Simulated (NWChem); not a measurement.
System: CH₁₀OSi₄; SMILES O[C@@H]1[SiH2][SiH2][Si@H]1[SiH3]

Input file for NWChem:

```
start job
memory heap 200 mb stack 900 mb global 1100 mb
geometry units angstroms noautoz
  O     -2.563096    -0.500064    -0.114650
  C     -1.181804    -0.558482    -0.417995
  Si    -0.177374    -2.203156    -0.169352
  Si     1.796215    -0.910459    -0.060358
  Si     0.081772     0.621265     0.500640
  Si     0.117120     2.876532    -0.150604
  H     -2.654356    -0.723235     0.830223
  H     -1.075080    -0.305054    -1.499523
  H     -0.477386    -2.721984     1.216729
  H     -0.406829    -3.318694    -1.158511
  H      2.838038    -1.253901     0.965787
  H      2.435040    -0.636633    -1.395711
  H     -0.180193     0.497971     1.985049
  H      1.204167     3.630554     0.570173
  H     -1.203616     3.543375     0.134211
  H      0.382103     2.949052    -1.631870
end
basis spherical
  * library 6-31g*
end
dft
  xc xpbe96 cpbe96
  iterations 150
  vectors input atomic output neutral.movecs
end
task dft energy
charge 1
dft
  odft
  mult 2
  vectors input atomic output cation.movecs
end
task dft energy
```

Output (shortened):

```
             Northwest Computational Chemistry Package (NWChem) 7.3.0
             --------------------------------------------------------

 C1  symmetry detected

                             Geometry "geometry" -> ""
                             -------------------------

 Output coordinates in angstroms (scale by  1.889725989 to convert to a.u.)

  No.       Tag          Charge          X              Y              Z
 ---- ---------------- ---------- -------------- -------------- --------------
    1 O                    8.0000    -2.53539580    -0.56032369     0.00325413
    2 C                    6.0000    -1.16361697    -0.59275035    -0.34397750
    3 Si                  14.0000    -0.11054094    -2.20559056    -0.08817901
    4 Si                  14.0000     1.83234330    -0.86281088    -0.07624900
    5 Si                  14.0000     0.09891366     0.64044083     0.50311958
    6 Si                  14.0000     0.05631909     2.87859905    -0.20429188
    7 H                    1.0000    -2.59036145    -0.76153997     0.95583455
    8 H                    1.0000    -1.09838751    -0.36439586    -1.43435263
    9 H                    1.0000    -0.35234717    -2.69614331     1.31940685
   10 H                    1.0000    -0.34372270    -3.35119711    -1.04144814
   11 H                    1.0000     2.91516858    -1.15453324     0.92310509
   12 H                    1.0000     2.42049310    -0.60755767    -1.43829573
   13 H                    1.0000    -0.11166010     0.54860576     1.99795140
   14 H                    1.0000     1.14678988     3.67699197     0.46142730
   15 H                    1.0000    -1.27088521     3.52007762     0.10743994
   16 H                    1.0000     0.27128943     2.91984519    -1.69483226

 Effective nuclear repulsion energy (a.u.)     505.5110602561

  pbe96 is a nonlocal functional; adding pw91lda local functional.

                                 NWChem DFT Module
                                 -----------------

 Summary of "ao basis" -> "ao basis" (spherical)
 ------------------------------------------------------------------------------
       Tag                 Description            Shells   Functions and Types
 ---------------- ------------------------------  ------  ---------------------
 O                           6-31g*                  6       14   3s2p1d
 C                           6-31g*                  6       14   3s2p1d
 Si                          6-31g*                  8       18   4s3p1d
 H                           6-31g*                  2        2   2s

            General Information
            -------------------
          SCF calculation type: DFT
          Wavefunction type:  closed shell.
          No. of atoms     :    16
          No. of electrons :    80
           Alpha electrons :    40
            Beta electrons :    40
          Charge           :     0
          Spin multiplicity:     1
          Use of symmetry is: off; symmetry adaption is: off
          Maximum number of iterations: 150
          AO basis - number of functions:   120
                     number of shells:    64
          Convergence on energy requested:  1.00D-06
          Convergence on density requested:  1.00D-05
          Convergence on gradient requested:  5.00D-04

              XC Information
              --------------
          PerdewBurkeErnzerhof Exchange Functional  1.000
            Perdew 1991 LDA Correlation Functional  1.000 local
           PerdewBurkeErnz. Correlation Functional  1.000 non-local

             Grid Information
             ----------------
          Grid used for XC integration:  medium
          Radial quadrature: Mura-Knowles
          Angular quadrature: Lebedev.
          Tag              B.-S. Rad. Rad. Pts. Rad. Cut. Ang. Pts.
          ---              ---------- --------- --------- ---------
          O                   0.60       49          13.0       434
          C                   0.70       49          12.0       434
          Si                  1.10       88          14.0       590
          H                   0.35       45          15.0       434
          Grid pruning is: on
          Number of quadrature shells:   900
          Spatial weights used:  Erf1

      Superposition of Atomic Density Guess
      -------------------------------------

 Sum of atomic energies:       -1272.66616186

      Non-variational initial energy
      ------------------------------

 Total energy =   -1275.029252
 1-e energy   =   -2768.969912
 2-e energy   =     988.429599
 HOMO         =      -0.255334
 LUMO         =       0.014940

   convergence    iter        energy       DeltaE   RMS-Dens  Diis-err
 ---------------- ----- ----------------- --------- --------- ---------
 d= 0,ls=0.0,diis     1  -1276.3762946103 -1.78D+03  1.32D-02  6.64D-01
 d= 0,ls=0.0,diis     2  -1276.2986091382  7.77D-02  9.79D-03  1.39D+00
 d= 0,ls=0.0,diis     3  -1276.4371587064 -1.39D-01  2.27D-03  1.55D-01
 d= 0,ls=0.0,diis     4  -1276.4518740105 -1.47D-02  9.22D-04  5.53D-03
 d= 0,ls=0.0,diis     5  -1276.4523909123 -5.17D-04  5.02D-04  2.05D-03
  Resetting Diis
 d= 0,ls=0.0,diis     6  -1276.4526906493 -3.00D-04  1.24D-04  1.63D-04
 d= 0,ls=0.0,diis     7  -1276.4527180528 -2.74D-05  6.78D-05  5.82D-06
 d= 0,ls=0.0,diis     8  -1276.4527166628  1.39D-06  4.08D-05  1.28D-05
 d= 0,ls=0.0,diis     9  -1276.4527192856 -2.62D-06  4.00D-06  1.86D-07
 d= 0,ls=0.0,diis    10  -1276.4527193113 -2.57D-08  1.17D-06  2.09D-08

         Total DFT energy =    -1276.452719311314
      One electron energy =    -2774.197539203617
           Coulomb energy =     1092.846027540841
    Exchange-Corr. energy =     -100.612267904684
 Nuclear repulsion energy =      505.511060256146

 Numeric. integr. density =       79.999987654880

                       DFT Final Molecular Orbital Analysis
                       ------------------------------------

 Vector   38  Occ=2.000000D+00  E=-2.521751D-01
              MO Center= -3.8D-01, -7.5D-01, -7.1D-02, r^2= 5.0D+00
   Bfn.  Coefficient  Atom+Function         Bfn.  Coefficient  Atom+Function
  ----- ------------  ---------------      ----- ------------  ---------------
    53     -0.273038   4 Si px                3      0.260388   1 O  px
    35      0.232699   3 Si px               17     -0.212613   2 C  px
    19     -0.203790   2 C  pz                7      0.193097   1 O  px
    71      0.185658   5 Si px                5      0.182100   1 O  pz
    56      0.165412   4 Si s                20     -0.164049   2 C  s

 Vector   39  Occ=2.000000D+00  E=-2.277541D-01
              MO Center=  6.5D-01, -2.9D-01,  3.4D-02, r^2= 5.7D+00
   Bfn.  Coefficient  Atom+Function         Bfn.  Coefficient  Atom+Function
  ----- ------------  ---------------      ----- ------------  ---------------
    54      0.368060   4 Si py               72     -0.252704   5 Si py
    90      0.225303   6 Si py               71      0.205134   5 Si px
    35     -0.202976   3 Si px               38     -0.180604   3 Si s
    36     -0.168370   3 Si py               74      0.146957   5 Si s
    76     -0.145946   5 Si py               50     -0.145179   4 Si py

 Vector   40  Occ=2.000000D+00  E=-1.970088D-01
              MO Center= -1.3D+00, -5.2D-01, -3.3D-02, r^2= 3.9D+00
   Bfn.  Coefficient  Atom+Function         Bfn.  Coefficient  Atom+Function
  ----- ------------  ---------------      ----- ------------  ---------------
     4      0.467266   1 O  py                8      0.370018   1 O  py
    18     -0.257319   2 C  py               71      0.221224   5 Si px
    35     -0.191536   3 Si px               36      0.172118   3 Si py
    22     -0.157768   2 C  py               72      0.141302   5 Si py
    34      0.137976   3 Si s                58      0.128199   4 Si py

 Vector   41  Occ=0.000000D+00  E=-4.839938D-02
              MO Center=  1.4D-01, -8.5D-02,  1.7D-01, r^2= 7.6D+00
   Bfn.  Coefficient  Atom+Function         Bfn.  Coefficient  Atom+Function
  ----- ------------  ---------------      ----- ------------  ---------------
    56      0.800817   4 Si s                75     -0.658928   5 Si px
    20     -0.603944   2 C  s                39     -0.560294   3 Si px
    74     -0.534644   5 Si s                57     -0.528586   4 Si px
    38     -0.356025   3 Si s               118     -0.284900  15 H  s
   116      0.270874  14 H  s                71     -0.258805   5 Si px

 Vector   42  Occ=0.000000D+00  E=-4.092168D-02
              MO Center=  5.9D-01, -2.8D-01,  2.4D-02, r^2= 6.7D+00
   Bfn.  Coefficient  Atom+Function         Bfn.  Coefficient  Atom+Function
  ----- ------------  ---------------      ----- ------------  ---------------
    92      0.720567   6 Si s                76     -0.522363   5 Si py
    94     -0.523224   6 Si py               74     -0.515334   5 Si s
   110     -0.456586  11 H  s                77      0.445255   5 Si pz
   112      0.443481  12 H  s                59      0.414553   4 Si pz
   114     -0.353887  13 H  s               108      0.335247  10 H  s

 Vector   43  Occ=0.000000D+00  E=-1.951483D-02
              MO Center=  1.2D+00, -6.5D-01, -1.1D-02, r^2= 6.7D+00
   Bfn.  Coefficient  Atom+Function         Bfn.  Coefficient  Atom+Function
  ----- ------------  ---------------      ----- ------------  ---------------
    58      1.119100   4 Si py               74     -1.052019   5 Si s
    38      0.782445   3 Si s                76      0.571584   5 Si py
    39      0.545480   3 Si px               75     -0.491983   5 Si px
    54      0.363051   4 Si py               40      0.341938   3 Si py
    77      0.288229   5 Si pz               35      0.256059   3 Si px

     Multipole analysis of the density
     ---------------------------------

[...]
```

Level: PBE/6-31G* (spherical d), vertical spin-unrestricted ions. Structure relaxed at the PBE-D3(BJ)/def2-SVP level. Not confirmed as a minimum by frequencies.
